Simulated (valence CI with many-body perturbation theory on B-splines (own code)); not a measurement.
## Questions on Xe XV

Computed by configuration interaction combined with many-body perturbation theory (CI+MBPT): four valence electrons over a frozen Dirac-Fock core [Kr], a basis of 7 s, 7 p, 8 d, 6 f, 4 g, 1 h functions for each j, with the one-electron correlation potential Σ1 (screened to all orders), the two-electron term Σ2, the three-electron term Σ3, Breit, model QED; selected single and double excitations, second order for the rest, scaled by the run's own slope (own B-spline code, finite nucleus).

No measured spectrum was set against this ion. As an estimate, terms of the open shell hold to 2 to 4 % of their energy, and close levels can change places. Only levels of the ground parity were solved; by the run's estimate the other parity begins above the list, which can be wrong where configurations are misplaced.

Names give the largest LS component (configuration and term), which can be under half, so a name can repeat, a term be missing and a line seem to break the LS rules; names also repeat where a configuration has a term twice.

Rates and lifetimes use the calculated energies. Strong lines usually hold to 10 to 20 %, long lifetimes can be off by a factor of two.

Question: What is the ground level?

Answer: 4d⁴ ⁵D_0, composition 68 % 4d⁴ ⁵D + 28 % 4d⁴ ³P + 3 % 4d⁴ ¹S.

Question: What is the ionisation energy?

Answer: 344.57 eV; NIST lists 343 ± 3 eV (theoretical).

Question: How well does LS coupling describe the low levels?

Answer: Among the lowest 20 levels the leading LS term, summed over configurations, holds 65 % on average. For single configurations the figures are 65 % in LS and 67 % in jj coupling. Terms mix most in the J = 3 level at 69344 cm⁻¹, where the leading one holds 39 %.

Question: How is the term ⁵D of the ground level split?

Answer: J = 0 at 0.0, J = 1 at 7800, J = 2 at 14883, J = 3 at 20641, J = 4 at 24781 cm⁻¹.
